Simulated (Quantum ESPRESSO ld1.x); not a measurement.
Values are calculated unless marked as measured or tabulated.
Task: The aim is neutral helium in [He]. This ld1.x (Quantum ESPRESSO 7.5) run was made with `OMP_NUM_THREADS=1 ld1.x < ld1.in > ld1.out`. Can the result be used? Name any fault.

```
 &input
    zed=2.0,
    iswitch=1,
    rel=1,
    lsd=1,
    dft='PZ',
    config='[He]',
    dx=0.003,
    prefix='ld1',
    max_out_wfc=37,
    file_charge='ld1.rho',
 /
```

Output (excerpt):

```
     Program LD1 v.7.5 starts

 %%%%%%%%%%%%%%%%%%%%%%%%%%%%%%%%%%%%%%%%%%%%%%%%%%%%%%%%%%%%%%%%%%%%%%%%%%%%%%
     Error in routine do_mesh (1):
     ndmx is too small
 %%%%%%%%%%%%%%%%%%%%%%%%%%%%%%%%%%%%%%%%%%%%%%%%%%%%%%%%%%%%%%%%%%%%%%%%%%%%%%

     stopping ...
```

Result: No (refused). The line at issue: dx=0.003. The program stops in do_mesh with "ndmx is too small": the mesh holds 3500 points at most, so dx, xmin and rmax must fit that. The sound input gives -2.8344 hartree.
